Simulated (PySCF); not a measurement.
A structure optimised at PBE0-D3(BJ)/def2-SVP, used in a PySCF frequency run:

```xyz
8

Si    -1.0429     0.3849     0.0000
F     -1.7017    -0.3191     1.3008
F     -1.7017    -0.3191    -1.3008
Ge     1.2902    -0.0339     0.0000
H     -1.4567     1.8118     0.0000
H      1.9299     0.5893    -1.2520
H      1.9299     0.5893     1.2520
H      1.5432    -1.5494     0.0000
```

Question: Write its SMILES, formula and point group.

Answer: F[SiH](F)[GeH3], F₂GeH₄Si, Cs

Question: What are its rotational constants (standard atomic weights)?

Answer: 6.1695, 1.7552, 1.4824 GHz
